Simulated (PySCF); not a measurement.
**Bond length, frequency and bond energy of HgBi by level of theory**

State: ⁴Σ⁻ (quartet), unpaired electrons σ ↑, π ↑↑. Set-up: PySCF, scalar-relativistic core potentials, basis sets Hg def2-SVPD with ECP60, Bi def2-SVPD with ECP60. De refers to Hg + Bi in their high-spin ground configurations, without counterpoise correction. The functionals are run spin-unrestricted. A positive dipole means Hg(−)Bi(+). Levels whose curve was spin-contaminated or gave no clean fit are not listed.

```csv
Level,Re (Å),ωe (cm⁻¹),De (eV),μ (D),"CPU s a point (SCF and correlation, without the integrals)"
PBE,3.374,38.2,0.111,0.09,1.4
revPBE,3.686,19.0,0.025,0.06,0.91
r²SCAN,3.358,36.4,0.111,0.11,2
M06-L,3.382,43.9,0.183,-0.11,1.9
PBE0,3.441,30.9,0.072,0.07,2.3
MN15,3.346,42.9,0.176,0.32,2.2
CAM-B3LYP,3.638,20.8,0.037,0.09,2.6
```

Problem. What does a quarter of exact exchange do here, going from PBE to PBE0?

Solution. PBE0 less PBE: +6.7 pm in Re, -19.1 % in ωe, -0.04 eV in De. Exact exchange removes part of the self-interaction that spreads semilocal densities, and in most molecules shortens and stiffens the bond and lowers De; here Re and ωe go the other way.

The bond is weak. Basis-set superposition, not corrected here, can be much of De in a small basis, most of all at correlated wavefunction levels. Functionals without a dispersion term scatter widely for such bonds, and LDA overbinds them. Spin–orbit coupling is left out, which matters for elements this heavy, above all for dissociation energies. The state is the lowest determinant that a PBE0 search found; another state may lie lower at other levels.

The whole job (state search and all levels along the bond) took about 6.6 min on 1 thread of Arm Neoverse N1 (shared host), peak memory 1.2 GiB.
